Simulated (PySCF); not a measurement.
Name the molecule from its bond curve

A diatomic of charge 0 contains Mo. Its sextet curve at PBE0 in a triple-zeta basis (scalar-relativistic core potentials, PySCF), in eV from the separated fragments:

(R (Å), E (eV)): (1.969, -2.716), (2.061, -3.328), (2.153, -3.655), (2.221, -3.766), (2.290, -3.792), (2.359, -3.756), (2.450, -3.639), (2.565, -3.422), (2.702, -3.111), (2.885, -2.673)

The fit gives ωe = 380 cm⁻¹ and the rotational constant Bₑ = 0.1257 cm⁻¹.

Question: Which atom is the partner?

Answer: The minimum lies at 2.281 Å, so the reduced mass is 16.8576 u Å² cm⁻¹/(Bₑ·Re²) = 25.78 u. With Mo at 97.91 u the partner weighs about 35.0 u: Cl. The molecule is MoCl.

Spin–orbit coupling is left out. The state is the lowest single determinant that the PBE0 search found; with open d or f shells the true ground state can be another one.
